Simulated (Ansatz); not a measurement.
Geometry optimisation, RKS PBE0-D4/def2-SVP in Ansatz.

Input file:

```yaml
crystal:
  periodic: [false, false, false]
  atoms:
    - { symbol: C, position_ang: [0.247, 0.9255, -1.0541] }
    - { symbol: C, position_ang: [0.0066, -0.1027, -0.0484] }
    - { symbol: C, position_ang: [0.24419, -0.52226, 1.29441] }
    - { symbol: Al, position_ang: [-0.91319, -1.5659, 0.41938] }
    - { symbol: H, position_ang: [0.1755, 0.5166, -2.0988] }
    - { symbol: H, position_ang: [-0.6148, 1.7352, -0.9736] }
    - { symbol: H, position_ang: [1.2046, 1.4681, -0.9002] }
    - { symbol: H, position_ang: [0.67182, -0.26176, 2.26777] }
    - { symbol: H, position_ang: [-1.87248, -2.90694, 0.16912] }
basis:
  gaussian: { orbitals: def2-SVP }
hamiltonian:
  xc: pbe0
  dispersion: d4
relax:
  f_tol: 0.015
  max_steps: 40
```

Launched with:

```bash
$ ansatz run input.yaml --threads 1 --pin off --max-ram 2048MiB --backend cpu --events-out ev --progress --plain --runs-dir out
```

Task: Where does it end, and by what steps?

Result: The forces met the threshold. After 10 steps the energy has fallen by 0.837 eV; H8 moved furthest, 0.63 Å.

```tsv
step	energy less start (eV)	largest force component (eV/Å)	accepted
0	0.0000	3.722	yes
1	-0.6116	1.078	yes
2	-0.7781	0.587	yes
3	-0.8178	0.279	yes
4	-0.8172	0.581	no
5	-0.8306	0.086	yes
6	-0.8324	0.200	yes
7	-0.8330	0.179	yes
8	-0.8362	0.111	yes
9	-0.8365	0.029	yes
10	-0.8366	0.006	yes
```

```xyz
9
Properties=species:S:1:pos:R:3
C 0.225 0.986 -0.951
C -0.187 -0.180 -0.127
C 0.237 -0.590 1.115
Al -1.057 -1.738 0.440
H 0.610 0.653 -1.928
H -0.641 1.632 -1.169
H 1.002 1.597 -0.458
H 0.994 -0.101 1.747
H -2.033 -2.973 0.407
```

Whether the end is a true minimum wasn't checked by a vibrational analysis.

Run time: 43 s on 1 thread of Intel(R) Xeon(R) Platinum 8259CL CPU @ 2.50GHz (Skylake/Cascade Lake), on a shared host, peak memory 0.17 GiB.
